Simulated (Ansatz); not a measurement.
Input for Ansatz (an electronic-structure program): R-CCSD(T)/cc-pVTZ on C2H3B (SMILES BC#C), atoms moved off the minimum.

Ansatz 0.2 input:
```yaml
crystal:
  periodic: [false, false, false]
  atoms:
    - {symbol: B, position_ang: [-1.17110128, -0.14898308, -0.62272700]}
    - {symbol: C, position_ang: [0.05890530, -0.00927796, 0.05133383]}
    - {symbol: C, position_ang: [1.17251632, 0.06385706, 0.66234667]}
    - {symbol: H, position_ang: [2.06933802, 0.10528713, 1.25081500]}
    - {symbol: H, position_ang: [-1.93465855, 0.88112049, -0.70600804]}
    - {symbol: H, position_ang: [-1.45723566, -1.00769201, -1.31194735]}
basis:
  gaussian:
    orbitals: cc-pVTZ
magnetization: {spin_polarized: false}
correlation: {method: ccsd_t, electrons: outside_noble_gas}
scf: {lower_state_search: off}
output: {forces: true}
```

The head of its log:

```
WARN ansatz: RAYON_NUM_THREADS=1 ignored (pool sized by the plan → 1); use --threads N
Functional definition: HF
these checks for a lower state are left out or cut short: starts, cluster_reference, orbital_swaps, neighbouring_geometries, increment
integrals: 0.24 GiB planned
756 factors; integrals over basis functions are off by at most 8.4e-4 eV
mean field: 0.22 GiB planned
mean field evaluation 1: about -2776.4208 eV, gradient 2.4e1 eV
mean field evaluation 2: about -2776.4235 eV, gradient 2.4e1 eV
mean field evaluation 4: about -2778.1664 eV, gradient 4.8e0 eV
mean field evaluation 8: about -2778.2382 eV, gradient 2.0e-3 eV
mean field -2778.23818187 eV, -102.0983700262 hartree, gradient 3.1e-6 eV, S^2 0.000000; 0 other end points of the search recorded, 0 dependent functions left out; unrestricted orbitals would lower it
3 core orbitals not correlated
reference -2778.23818187 eV, -102.0983700262 hartree; 7, 7 occupied and 122, 122 virtual orbitals, 756 factors
densities: 1.07 GiB planned
```

### Question
Predict the final total energy.

### Answer
-102.5500 hartree (reference determinant -102.0984, T1 diagnostic 0.018).
